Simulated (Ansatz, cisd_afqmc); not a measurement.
System: Cl, charge 0, doublet.

Total energies in aug-cc-pVQZ-DK, 7 correlated electrons, 5 frozen orbitals. Open shells are spin-unrestricted; no spin-orbit coupling. The -DK rows use spin-free X2C. The Monte Carlo rows (phaseless AFQMC, CISD trial, step 0.005/hartree) carry one-sigma bars that omit the constraint's bias. Outlying blocks are dropped, and bars are widened where a walk drifts. Over all cases where full CI ran beside it in this data, AFQMC minus full CI had a median of +0.1 mEh and passed +0.4 mEh in a tenth of the cases.

| method | program | energy (Eh) | minus CCSDT(Q) (mEh) |
|---|---|---|---|
| HF | Ansatz | -460.89909 | 206.52 |
| MP2 | Ansatz | -461.07567 | 29.93 |
| CCSD | Ansatz | -461.09736 | 8.24 |
| CCSD(T) | Ansatz | -461.10467 | 0.94 |
| CCSDT(Q) | Ansatz | -461.10560 | 0.00 |
| AFQMC/CISD | cisd_afqmc | -461.1052 ± 0.0003 | 0.5 ± 0.3 |

Ansatz is a quantum-chemistry and plane-wave program.
